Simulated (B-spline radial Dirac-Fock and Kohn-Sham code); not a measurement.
Run log: Au

ΔSCF core binding energies without Breit or QED terms, calculated with an atomic code on a B-spline grid. Keys: rel is the Hamiltonian (dirac, or spin-free x2c and nr, where L3 and M5 stand for the whole 2p and 3d shells), method is hf or an exchange,correlation pair (spin-unpolarised, also for the hole states), nuc the nuclear model, radius_factor scales its radius, rmax is the box in bohr, h the logarithmic mesh step, order the B-spline order, points the quadrature points per cell, c_factor scales the speed of light, and damp, ndamp, maxit and tol steer the iteration. The run stops when the commutator error falls below 10·tol·max(1, Z/10), or the numerical noise floor, and the energy has settled to about 1e-8 Ha; the virial ratio is −V/T.

Input (task.json):

```json
{"items": [{"Z": 79, "q": 0, "cfg": [[1, 0, 2], [2, 0, 2], [2, 1, 6], [3, 0, 2], [3, 1, 6], [3, 2, 10], [4, 0, 2], [4, 1, 6], [4, 2, 10], [4, 3, 14], [5, 0, 2], [5, 1, 6], [5, 2, 10], [6, 0, 1]], "A": 197, "rrms": 5.4371, "do": "settings", "holes": ["K", "L3", "M5"],
  "settings": [{"rel": "dirac", "method": "hf", "nuc": "fermi", "radius_factor": 1.0, "rmax": 5.0, "h": 0.3, "order": 8, "points": 10, "c_factor": 1.0, "maxit": 98, "damp": 0.5, "ndamp": 3, "tol": 1e-08}]}]}
```

Command: `python xray2_run.py task.json out`

Ground-state iterations:

```
iter   energy (Ha)        error
   1   -19032.96795919  2.24e+00
   2   -19032.93401450  3.07e-01
   3   -19035.46323981  4.96e-02
   4   -19035.48250870  1.21e-02
   5   -19035.48281191  1.23e-03
   6   -19035.48282486  6.16e-04
   7   -19035.48283478  2.12e-04
   8   -19035.48283519  5.52e-05
   9   -19035.48283528  7.19e-06
  10   -19035.48283529  1.04e-06
  11   -19035.48283529  8.39e-08
```

The ground state converged in 11 iterations, with total energy -19035.48284 Ha, virial ratio 1.87131 and highest orbital energy -6.35 eV. ΔSCF binding energies: K (1s) 81160.5 eV, L3 (2p3/2) 11959.2 eV, M5 (3d5/2) 2215.3 eV.

Question: One setting is unsound. Which, and why?

Answer: rmax squeezes the outer orbitals. With the default settings (Dirac Hartree-Fock): The ground state converged in 12 iterations, with total energy -19035.55812 Ha, virial ratio 1.87133 and highest orbital energy -7.94 eV. ΔSCF binding energies: K (1s) 81161.7 eV, L3 (2p3/2) 11960.4 eV, M5 (3d5/2) 2216.5 eV.
